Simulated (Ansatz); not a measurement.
Relaxation of CH7BFNO (12 atoms, charge 0, multiplicity 1), to a largest force component of 0.03 eV/Å in at most 50 steps.

Method: Ansatz 0.2.0, RKS r2SCAN-D4/6-31G*.

```xyz
12
Properties=species:S:1:pos:R:3:forces:R:3
B 0.087 -0.476 -0.306 0.05 0.24 -0.53
F -0.224 -0.627 0.986 -0.11 -0.26 0.50
O 1.291 -0.877 -0.776 0.03 0.01 -0.01
H 1.878 -1.135 -0.049 0.02 -0.03 0.03
H -0.752 -0.115 -1.078 0.03 -0.01 0.02
N 0.268 2.083 0.671 -0.48 -0.64 0.37
H 0.940 2.526 1.295 -0.01 0.02 -0.02
C -0.544 3.095 -0.002 0.12 0.06 0.06
H -1.234 2.600 -0.691 -0.03 -0.03 -0.02
H -1.131 3.748 0.667 -0.01 0.00 0.00
H 0.120 3.730 -0.599 -0.03 0.03 -0.04
H -0.328 1.479 1.266 0.43 0.61 -0.37
```

Where does it end, and by what steps?

The run converged. After 13 steps the energy has fallen by 0.537 eV; O3 moved furthest, 1.15 Å. Joined: B1–N6 (2.75 → 1.71 Å).

| step | energy less start (eV) | largest force component (eV/Å) | accepted |
| --- | --- | --- | --- |
| 0 | 0.0000 | 0.637 | yes |
| 1 | -0.0464 | 0.526 | yes |
| 2 | -0.0949 | 0.571 | yes |
| 3 | -0.1904 | 0.567 | yes |
| 4 | -0.3505 | 0.834 | yes |
| 5 | -0.3894 | 0.886 | yes |
| 6 | -0.4492 | 0.732 | yes |
| 7 | -0.4819 | 0.150 | yes |
| 8 | -0.4944 | 0.131 | yes |
| 9 | -0.5124 | 0.276 | yes |
| 10 | -0.5196 | 0.416 | yes |
| 11 | -0.5325 | 0.203 | yes |
| 12 | -0.5363 | 0.126 | yes |
| 13 | -0.5370 | 0.029 | yes |

```xyz
12
Properties=species:S:1:pos:R:3
B -0.005 0.112 -0.041
F 0.150 -0.782 1.022
O 1.149 0.258 -0.859
H 1.876 -0.219 -0.434
H -1.058 0.033 -0.649
N -0.169 1.600 0.790
H 0.658 1.701 1.384
C -0.291 2.750 -0.129
H -1.192 2.606 -0.731
H -0.346 3.704 0.407
H 0.577 2.727 -0.791
H -0.975 1.539 1.414
```

Run time: 45 s on 2 threads of Arm Neoverse V2 (shared host), peak memory 0.2 GiB.
